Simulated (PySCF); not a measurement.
## Working out the ionisation energy of Ni²⁺

Ni²⁺ [Ar] 3d8 (3F) → Ni³⁺ [Ar] 3d7 (4F). Calculation: PySCF 2.14, in cc-pVTZ; no relativity, point nucleus. Frozen: [Ar]. Energies in hartree (1 hartree = 27.21139 eV):

```csv
part,Ni²⁺ (lower),Ni³⁺ (upper)
UHF,-1506.038383,-1504.829973
MP2 opposite-spin,-0.159649,-0.098987
MP2 same-spin,-0.096845,-0.075207
```

Q: What does Hartree-Fock give?

A: (-1504.829973) − (-1506.038383) = 1.208410 hartree = 32.883 eV.

Q: What do MP2 and SCS-MP2 (6/5 opposite-spin, 1/3 same-spin) give?

A: The opposite-spin parts differ by 1.651 eV and the same-spin parts by 0.589 eV. MP2: 32.883 + (1.651) + (0.589) = 35.123 eV. SCS-MP2: 32.883 + 1.2 × (1.651) + (0.589)/3 = 35.061 eV.

Reference: 35.187 ± 0.019 eV (measured; NIST Atomic Spectra Database, ionization energies), between the lowest levels; spin-orbit coupling is absent from the calculation.

The calculation is non-relativistic.

What remains against the reference includes basis incompleteness, the frozen core and correlation beyond second order.
